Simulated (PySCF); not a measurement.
Compound: C5H7BO2.
Geometry (PBE0-D3(BJ)/def2-SVP, Å), atoms numbered from 1 in this order:
```
atom  x, y, z in Å
C1    -1.308   -1.746   -0.296
C2    -0.796   -0.497   -0.250
C3     0.611   -0.269   -0.273
C4     1.804   -0.032   -0.282
C5     3.227    0.253   -0.304
B6    -1.763    0.757   -0.206
O7    -1.332    1.942   -0.697
O8    -3.028    0.677    0.300
H9    -0.672   -2.634   -0.351
H10   -2.389   -1.915   -0.306
H11    3.536    0.634   -1.290
H12    3.492    1.017    0.444
H13    3.823   -0.649   -0.091
H14   -2.009    2.623   -0.613
H15   -3.212   -0.177    0.703
```

Level of theory: TDDFT wB97X-D/def2-SVPD, vertical, gas phase, core orbitals frozen in the response in PySCF.

```tsv
state	E (eV)	λ (nm)	ν̃ (cm⁻¹)	f	main configurations (H = HOMO, L = LUMO)
S1	4.80	258.2	38730	0.0002	H-1→L (95%)
S2	5.20	238.5	41930	0.260	H→L (91%)
S3	6.29	197.0	50750	0.0014	H→L+1 (41%), H→L+4 (20%), H→L+3 (14%)
S4	6.71	184.6	54160	0.0029	H→L+1 (36%), H→L+4 (20%), H→L+5 (14%)
S5	7.05	176.0	56830	0.096	H-1→L+1 (24%), H→L+6 (20%), H-1→L+3 (10%)
S6	7.10	174.5	57300	0.0010	H-4→L (40%), H-1→L+1 (22%), H-1→L+2 (10%)
S7	7.16	173.2	57720	0.017	H-4→L (37%), H-1→L+2 (10%), H→L+6 (9%)
S8	7.26	170.7	58570	0.015	H→L+2 (50%), H→L+3 (23%)
S9	7.62	162.7	61470	0.080	H-2→L (58%), H-1→L+4 (8%), H→L+6 (8%)
S10	7.70	161.1	62080	0.049	H-1→L+6 (27%), H-1→L+4 (17%), H-2→L (10%)
```

Triplets (Tamm–Dancoff): T1 3.25 eV, H→L (90%); T2 4.57 eV, H-1→L (92%); T3 5.46 eV, H-2→L (40%), H-1→L+6 (11%), H-1→L+4 (10%); T4 5.86 eV, H-1→L+6 (23%), H-2→L (22%), H-1→L+4 (21%).

The lowest singlet comes at 258 nm (463 kJ/mol) in the ultraviolet; it is dark (f under 0.0005); its leading configuration is HOMO-1→LUMO (95%). The strongest level in the table is S2 at 5.20 eV (238 nm, f = 0.260). Löwdin shares by element: HOMO carbon 85% or more; LUMO carbon 73% or more (atoms not listed hold the other 27%). Weighted by f, the mean energy of these states is 6.28 eV. Of the 10 states listed, 6 reach f = 0.01 and 1 stays under 0.0005. Orbital energies (eV): HOMO-3 -11.43, HOMO-2 -11.22, HOMO-1 -9.10, HOMO -8.53, LUMO 0.56, LUMO+1 1.55, LUMO+2 2.50. All these states lie below the vertical ionisation energy of 8.72 eV (ΔSCF). The window holds the lowest 10 singlets.

One conformer stands for the species.
